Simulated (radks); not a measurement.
The numbers below are computed, except where a source is named.
Question: Species: Fe+. Configuration: [Ar] 3d6 4s1. Level of theory: Dirac Kohn-Sham, exchange-only PBE, spin-unpolarised, spherical densities, finite nucleus; open shells fill j = l - 1/2 first; Fermi nuclear charge, rms radius 3.7377 fm (a radial shooting solver on a logarithmic mesh with Libxc functionals).

Spin-orbit splittings of the eigenvalues, e(l+1/2) - e(l-1/2), with zeta = 2 splitting/(2l+1) and mean radii in bohr:

| shell | occ. | splitting (eV) | zeta (eV) | <r> j=l-1/2 | <r> j=l+1/2 |
|---|---|---|---|---|---|
| 2p | 6 | 12.49 | 8.325 | 0.2334 | 0.2365 |
| 3p | 6 | 1.543 | 1.029 | 0.8521 | 0.8615 |
| 3d | 6 | ? | ? | 1.118 | 1.124 |

Estimate the 3d splitting.

Answer: 0.1535 eV (zeta = 0.06138 eV).
